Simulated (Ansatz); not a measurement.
Ansatz (a program for electronic structure) input (B3LYP-D3(BJ)/def2-TZVP):

Ansatz 0.2 input:
```yaml
crystal:
  periodic: [false, false, false]
  atoms:
    - {symbol: C, position_ang: [3.21397100, 0.49358158, 0.38384576]}
    - {symbol: C, position_ang: [1.93605421, -0.03834177, -0.17001115]}
    - {symbol: C, position_ang: [0.69319626, 0.46731026, 0.14357000]}
    - {symbol: C, position_ang: [-0.53616443, 0.03059765, -0.33641785]}
    - {symbol: C, position_ang: [-0.64564753, -1.10166532, -1.31253196]}
    - {symbol: C, position_ang: [-1.81039312, 0.64289153, 0.16037101]}
    - {symbol: C, position_ang: [-2.64535304, -0.31488953, 1.02490294]}
    - {symbol: H, position_ang: [3.76992122, -0.27826871, 0.92784670]}
    - {symbol: H, position_ang: [3.03771181, 1.32515944, 1.06821500]}
    - {symbol: H, position_ang: [3.88094226, 0.84752257, -0.41044163]}
    - {symbol: H, position_ang: [2.01217652, -0.87263184, -0.85872205]}
    - {symbol: H, position_ang: [0.66816009, 1.29662176, 0.84803633]}
    - {symbol: H, position_ang: [-0.52228168, -2.07470692, -0.82268981]}
    - {symbol: H, position_ang: [0.11859086, -1.04089771, -2.09033647]}
    - {symbol: H, position_ang: [-1.62168211, -1.10819499, -1.80051102]}
    - {symbol: H, position_ang: [-1.58589520, 1.54387554, 0.73592118]}
    - {symbol: H, position_ang: [-2.42162353, 0.95868686, -0.69453408]}
    - {symbol: H, position_ang: [-2.91176451, -1.21748138, 0.47208076]}
    - {symbol: H, position_ang: [-3.57165217, 0.16242624, 1.35087229]}
    - {symbol: H, position_ang: [-2.08658385, -0.61901707, 1.91189029]}
basis:
  gaussian:
    orbitals: def2-TZVP
hamiltonian:
  xc: b3lyp
  dispersion: d3bj
magnetization: {spin_polarized: true, initial_magnetization: 1}
phonons: {temperatures: {t_min: 298.15, t_max: 298.15, t_step: 100}}
```

Output:

```
Functional definition: B3LYP
integrals: 0.28 GiB planned
1832 factors; their error is unknown
0.37 GiB of the device are held for the grids
1.97 GiB of device memory are held for the factors and their scratch space
mean field: 2.40 GiB planned
mean field evaluation 1: about -7454.7234 eV, gradient 6.2e1 eV
mean field evaluation 2: about -7444.6626 eV, gradient 7.4e1 eV
mean field evaluation 4: about -7473.1013 eV, gradient 5.9e0 eV
mean field evaluation 8: about -7473.2763 eV, gradient 1.5e-1 eV
mean field evaluation 16: about -7473.2363 eV, gradient 9.0e-4 eV
mean field -7473.23629975 eV, -274.6363684742 hartree, gradient 5.7e-5 eV, S^2 0.774801; 0 other end points of the search recorded, 0 dependent functions left out
the calculation of the forces begins
reference -7473.23666073 eV, -274.6363817400 hartree; 28, 27 occupied and 267, 268 virtual orbitals, 1832 factors
these checks for a lower state are left out or cut short: stability, starts, cluster_reference, orbital_swaps, neighbouring_geometries, increment
integrals: 0.28 GiB planned
1832 factors; their error is unknown
0.37 GiB of the device are held for the grids
1.97 GiB of device memory are held for the factors and their scratch space
mean field: 2.40 GiB planned
mean field -7473.23619754 eV, -274.6363647183 hartree, gradient 2.4e-6 eV, S^2 0.774815; 0 other end points of the search recorded, 0 dependent functions left out
the calculation of the forces begins
reference -7473.23655840 eV, -274.6363779795 hartree; 28, 27 occupied and 267, 268 virtual orbitals, 1832 factors
these checks for a lower state are left out or cut short: stability, starts, cluster_reference, orbital_swaps, neighbouring_geometries, increment
integrals: 0.28 GiB planned
1832 factors; their error is unknown
0.37 GiB of the device are held for the grids
1.97 GiB of device memory are held for the factors and their scratch space
mean field: 2.40 GiB planned
mean field evaluation 32: about -7473.2361 eV, gradient 5.6e-4 eV
mean field -7473.23610176 eV, -274.6363611982 hartree, gradient 2.4e-6 eV, S^2 0.774787; 0 other end points of the search recorded, 0 dependent functions left out
the calculation of the forces begins
reference -7473.23646287 eV, -274.6363744687 hartree; 28, 27 occupied and 267, 268 virtual orbitals, 1832 factors
these checks for a lower state are left out or cut short: stability, starts, cluster_reference, orbital_swaps, neighbouring_geometries, increment
integrals: 0.28 GiB planned
1832 factors; their error is unknown
0.37 GiB of the device are held for the grids
1.97 GiB of device memory are held for the factors and their scratch space
mean field: 2.40 GiB planned
mean field -7473.23614315 eV, -274.6363627192 hartree, gradient 2.4e-6 eV, S^2 0.774803; 0 other end points of the search recorded, 0 dependent functions left out
the calculation of the forces begins
reference -7473.23650411 eV, -274.6363759844 hartree; 28, 27 occupied and 267, 268 virtual orbitals, 1832 factors
these checks for a lower state are left out or cut short: stability, starts, cluster_reference, orbital_swaps, neighbouring_geometries, increment
integrals: 0.28 GiB planned
1832 factors; their error is unknown
0.37 GiB of the device are held for the grids
1.97 GiB of device memory are held for the factors and their scratch space
mean field: 2.40 GiB planned
mean field -7473.23613081 eV, -274.6363622659 hartree, gradient 2.4e-6 eV, S^2 0.774799; 0 other end points of the search recorded, 0 dependent functions left out
[...]
1832 factors; their error is unknown
0.37 GiB of the device are held for the grids
1.97 GiB of device memory are held for the factors and their scratch space
mean field: 2.40 GiB planned
mean field -7473.23626620 eV, -274.6363672414 hartree, gradient 2.4e-6 eV, S^2 0.774800; 0 other end points of the search recorded, 0 dependent functions left out
the calculation of the forces begins
reference -7473.23662720 eV, -274.6363805079 hartree; 28, 27 occupied and 267, 268 virtual orbitals, 1832 factors
these checks for a lower state are left out or cut short: stability, starts, cluster_reference, orbital_swaps, neighbouring_geometries, increment
integrals: 0.28 GiB planned
1832 factors; their error is unknown
0.37 GiB of the device are held for the grids
1.97 GiB of device memory are held for the factors and their scratch space
mean field: 2.40 GiB planned
mean field evaluation 800: about -7473.2751 eV, gradient 5.5e-4 eV
mean field -7473.23626883 eV, -274.6363673380 hartree, gradient 2.4e-6 eV, S^2 0.774802; 0 other end points of the search recorded, 0 dependent functions left out
the calculation of the forces begins
reference -7473.23662979 eV, -274.6363806031 hartree; 28, 27 occupied and 267, 268 virtual orbitals, 1832 factors
these checks for a lower state are left out or cut short: stability, starts, cluster_reference, orbital_swaps, neighbouring_geometries, increment
integrals: 0.28 GiB planned
1832 factors; their error is unknown
0.37 GiB of the device are held for the grids
1.97 GiB of device memory are held for the factors and their scratch space
mean field: 2.40 GiB planned
mean field -7473.23629461 eV, -274.6363682856 hartree, gradient 2.4e-6 eV, S^2 0.774802; 0 other end points of the search recorded, 0 dependent functions left out
the calculation of the forces begins
reference -7473.23665563 eV, -274.6363815526 hartree; 28, 27 occupied and 267, 268 virtual orbitals, 1832 factors
these checks for a lower state are left out or cut short: stability, starts, cluster_reference, orbital_swaps, neighbouring_geometries, increment
integrals: 0.28 GiB planned
1832 factors; their error is unknown
0.37 GiB of the device are held for the grids
1.97 GiB of device memory are held for the factors and their scratch space
mean field: 2.40 GiB planned
mean field -7473.23626107 eV, -274.6363670529 hartree, gradient 2.4e-6 eV, S^2 0.774800; 0 other end points of the search recorded, 0 dependent functions left out
the calculation of the forces begins
reference -7473.23662202 eV, -274.6363803175 hartree; 28, 27 occupied and 267, 268 virtual orbitals, 1832 factors
these checks for a lower state are left out or cut short: stability, starts, cluster_reference, orbital_swaps, neighbouring_geometries, increment
integrals: 0.28 GiB planned
1832 factors; their error is unknown
0.37 GiB of the device are held for the grids
1.97 GiB of device memory are held for the factors and their scratch space
mean field: 2.40 GiB planned
mean field -7473.23623369 eV, -274.6363660465 hartree, gradient 2.4e-6 eV, S^2 0.774801; 0 other end points of the search recorded, 0 dependent functions left out
the calculation of the forces begins
reference -7473.23659468 eV, -274.6363793128 hartree; 28, 27 occupied and 267, 268 virtual orbitals, 1832 factors
these checks for a lower state are left out or cut short: stability, starts, cluster_reference, orbital_swaps, neighbouring_geometries, increment
integrals: 0.28 GiB planned
1832 factors; their error is unknown
0.37 GiB of the device are held for the grids
1.97 GiB of device memory are held for the factors and their scratch space
mean field: 2.40 GiB planned
mean field evaluation 832: about -7473.2363 eV, gradient 1.4e-6 eV
mean field -7473.23628881 eV, -274.6363680723 hartree, gradient 2.4e-6 eV, S^2 0.774801; 0 other end points of the search recorded, 0 dependent functions left out
the calculation of the forces begins
reference -7473.23664978 eV, -274.6363813376 hartree; 28, 27 occupied and 267, 268 virtual orbitals, 1832 factors
these checks for a lower state are left out or cut short: stability, starts, cluster_reference, orbital_swaps, neighbouring_geometries, increment
integrals: 0.28 GiB planned
1832 factors; their error is unknown
0.37 GiB of the device are held for the grids
1.97 GiB of device memory are held for the factors and their scratch space
mean field: 2.40 GiB planned
mean field -7473.23626593 eV, -274.6363672314 hartree, gradient 2.4e-6 eV, S^2 0.774800; 0 other end points of the search recorded, 0 dependent functions left out
the calculation of the forces begins
reference -7473.23662690 eV, -274.6363804970 hartree; 28, 27 occupied and 267, 268 virtual orbitals, 1832 factors
these checks for a lower state are left out or cut short: stability, starts, cluster_reference, orbital_swaps, neighbouring_geometries, increment
integrals: 0.28 GiB planned
1832 factors; their error is unknown
0.37 GiB of the device are held for the grids
1.97 GiB of device memory are held for the factors and their scratch space
mean field: 2.40 GiB planned
mean field -7473.23629125 eV, -274.6363681620 hartree, gradient 2.4e-6 eV, S^2 0.774802; 0 other end points of the search recorded, 0 dependent functions left out
the calculation of the forces begins
reference -7473.23665224 eV, -274.6363814282 hartree; 28, 27 occupied and 267, 268 virtual orbitals, 1832 factors
these checks for a lower state are left out or cut short: stability, starts, cluster_reference, orbital_swaps, neighbouring_geometries, increment
integrals: 0.28 GiB planned
1832 factors; their error is unknown
0.37 GiB of the device are held for the grids
1.97 GiB of device memory are held for the factors and their scratch space
mean field: 2.40 GiB planned
mean field -7473.23626704 eV, -274.6363672723 hartree, gradient 2.4e-6 eV, S^2 0.774802; 0 other end points of the search recorded, 0 dependent functions left out
the calculation of the forces begins
reference -7473.23662805 eV, -274.6363805392 hartree; 28, 27 occupied and 267, 268 virtual orbitals, 1832 factors
these checks for a lower state are left out or cut short: stability, starts, cluster_reference, orbital_swaps, neighbouring_geometries, increment
integrals: 0.28 GiB planned
1832 factors; their error is unknown
0.37 GiB of the device are held for the grids
1.97 GiB of device memory are held for the factors and their scratch space
mean field: 2.40 GiB planned
mean field -7473.23618876 eV, -274.6363643955 hartree, gradient 2.4e-6 eV, S^2 0.774800; 0 other end points of the search recorded, 0 dependent functions left out
the calculation of the forces begins
reference -7473.23654971 eV, -274.6363776603 hartree; 28, 27 occupied and 267, 268 virtual orbitals, 1832 factors
Total energy: -7473.97984569 eV, -274.6636932835 hartree
Atom 0 at     3.213971     0.493582     0.383846 Å, force    -0.000699    -0.000218    -0.000463 eV/Å
Atom 1 at     1.936054    -0.038342    -0.170011 Å, force     0.001360     0.000516     0.000071 eV/Å
Atom 2 at     0.693196     0.467310     0.143570 Å, force     0.000016    -0.000477     0.001001 eV/Å
Atom 3 at    -0.536164     0.030598    -0.336418 Å, force    -0.000214     0.000222    -0.001473 eV/Å
Atom 4 at    -0.645648    -1.101665    -1.312532 Å, force    -0.000198     0.000618     0.000865 eV/Å
Atom 5 at    -1.810393     0.642892     0.160371 Å, force     0.000016    -0.000288     0.000387 eV/Å
Atom 6 at    -2.645353    -0.314890     1.024903 Å, force     0.000171     0.000167    -0.000293 eV/Å
Atom 7 at     3.769921    -0.278269     0.927847 Å, force     0.000047    -0.000040     0.000143 eV/Å
Atom 8 at     3.037712     1.325159     1.068215 Å, force     0.000046     0.000090    -0.000043 eV/Å
Atom 9 at     3.880942     0.847523    -0.410442 Å, force     0.000105    -0.000071     0.000050 eV/Å
Atom 10 at     2.012177    -0.872632    -0.858722 Å, force    -0.000498     0.000016    -0.000091 eV/Å
Atom 11 at     0.668160     1.296622     0.848036 Å, force    -0.000258     0.000087    -0.000194 eV/Å
Atom 12 at    -0.522282    -2.074707    -0.822690 Å, force     0.000134    -0.000471     0.000357 eV/Å
Atom 13 at     0.118591    -1.040898    -2.090336 Å, force     0.000392     0.000084    -0.000402 eV/Å
Atom 14 at    -1.621682    -1.108195    -1.800511 Å, force    -0.000340    -0.000138    -0.000111 eV/Å
Atom 15 at    -1.585895     1.543876     0.735921 Å, force     0.000135    -0.000125     0.000173 eV/Å
Atom 16 at    -2.421624     0.958687    -0.694534 Å, force     0.000018     0.000082     0.000010 eV/Å
Atom 17 at    -2.911765    -1.217481     0.472081 Å, force    -0.000025    -0.000033    -0.000020 eV/Å
Atom 18 at    -3.571652     0.162426     1.350872 Å, force    -0.000014     0.000006    -0.000045 eV/Å
Atom 19 at    -2.086584    -0.619017     1.911890 Å, force    -0.000192    -0.000026     0.000077 eV/Å
Dipole moment:    -0.029861    -0.027076    -0.010170 e Å
Vibrations: 55.94 75.51 124.88 158.53 172.89 196.90 242.75 298.24 353.32 431.15 469.33 560.29 742.17 794.78 798.28 924.59 944.13 968.57 1008.99 1017.53 1032.42 1072.47 1087.91 1114.42 1225.77 1255.57 1279.08 1343.60 1353.06 1405.30 1407.88 1411.56 1429.15 1473.47 1480.17 1481.66 1489.50 1498.30 1499.75 1508.95 1537.33 2987.28 2997.24 3000.96 3026.69 3030.57 3054.09 3054.96 3087.54 3091.44 3092.89 3098.29 3109.89 3156.89 cm⁻¹, zero-point energy 4.867301 eV
```

It need not be the lowest isomer of its formula.
